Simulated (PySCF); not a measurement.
Solvent effects on NMR parameters

Molfile (atoms numbered from 1):
```
C7H8S
     RDKit          3D

 16 16  0  0  0  0  0  0  0  0999 V2000
   -2.7392   -1.0002   -1.2779 S   0  0  0  0  0  0  0  0  0  0  0  0
   -1.9219   -0.8697    0.3491 C   0  0  0  0  0  0  0  0  0  0  0  0
   -0.5140   -0.3504    0.2960 C   0  0  0  0  0  0  0  0  0  0  0  0
    0.4771   -1.0301   -0.4241 C   0  0  0  0  0  0  0  0  0  0  0  0
    1.7817   -0.5499   -0.4620 C   0  0  0  0  0  0  0  0  0  0  0  0
    2.1178    0.6247    0.2145 C   0  0  0  0  0  0  0  0  0  0  0  0
    1.1391    1.3124    0.9268 C   0  0  0  0  0  0  0  0  0  0  0  0
   -0.1684    0.8266    0.9658 C   0  0  0  0  0  0  0  0  0  0  0  0
   -2.5318    0.2817   -1.6490 H   0  0  0  0  0  0  0  0  0  0  0  0
   -1.9434   -1.9008    0.7366 H   0  0  0  0  0  0  0  0  0  0  0  0
   -2.5359   -0.2593    1.0272 H   0  0  0  0  0  0  0  0  0  0  0  0
    0.2091   -1.9378   -0.9711 H   0  0  0  0  0  0  0  0  0  0  0  0
    2.5442   -1.0936   -1.0251 H   0  0  0  0  0  0  0  0  0  0  0  0
    3.1422    1.0031    0.1818 H   0  0  0  0  0  0  0  0  0  0  0  0
    1.3915    2.2340    1.4568 H   0  0  0  0  0  0  0  0  0  0  0  0
   -0.9333    1.3685    1.5294 H   0  0  0  0  0  0  0  0  0  0  0  0
  1  2  1  0
  2  3  1  0
  3  4  2  0
  4  5  1  0
  5  6  2  0
  6  7  1  0
  7  8  2  0
  8  3  1  0
  1  9  1  0
  2 10  1  0
  2 11  1  0
  4 12  1  0
  5 13  1  0
  6 14  1  0
  7 15  1  0
  8 16  1  0
M  END
```

GIAO PBE0/pcSseg-1 in PySCF 2.14 on one PBE0-D3(BJ)/def2-SVP conformer, non-relativistic, equivalent nuclei averaged. Solvents enter as an IEF-PCM continuum (chloroform with ε = 4.7, tetrahydrofuran with ε = 7.4) around the gas-phase geometry. Shifts are referred to CS2, TMS computed in the same medium.

Gas phase, δ in ppm: S1 -28.8, C3 147.6, C4/C8 134.2, C5/C7 134.0, C6 132.8, C2 35.4, H12/H16 7.49, H13/H15 7.42, H14 7.34, H10/H11 3.46, H9 1.67. Dipole moment 1.51 D.

Q: How does each δ change in the continuum?

A: 
```csv
atoms,environment,"Δδ, chloroform","Δδ, tetrahydrofuran"
S1,thiol sulfur,-21.1,-23.6
C3,substituted aromatic carbon,+1.4,+1.7
C4/C8,aromatic CH,+1.0,+1.2
C5/C7,aromatic CH,+1.0,+1.1
C6,aromatic CH,+0.9,+1.1
C2,"sp3 CH2 bonded to S, on an aromatic ring",-0.2,-0.2
H12/H16,hydrogen on an aromatic CH,+0.15,+0.17
H13/H15,hydrogen on an aromatic CH,+0.15,+0.17
H14,hydrogen on an aromatic CH,+0.14,+0.16
H10/H11,"hydrogen on an sp3 CH2 bonded to S, on an aromatic ring",+0.13,+0.15
H9,hydrogen on a thiol sulfur,+0.46,+0.52
```

Changes are relative to the gas phase. The dipole moment becomes 1.83 D in chloroform, 1.88 D in tetrahydrofuran.

Q: Which of the listed nuclei move most (in ppm), and what does the model miss?

A: S1 (thiol sulfur, -23.6 ppm) in tetrahydrofuran. A continuum only polarises the solute; specific hydrogen bonds, the anisotropy of aromatic solvents and changes of geometry or conformer are outside it.
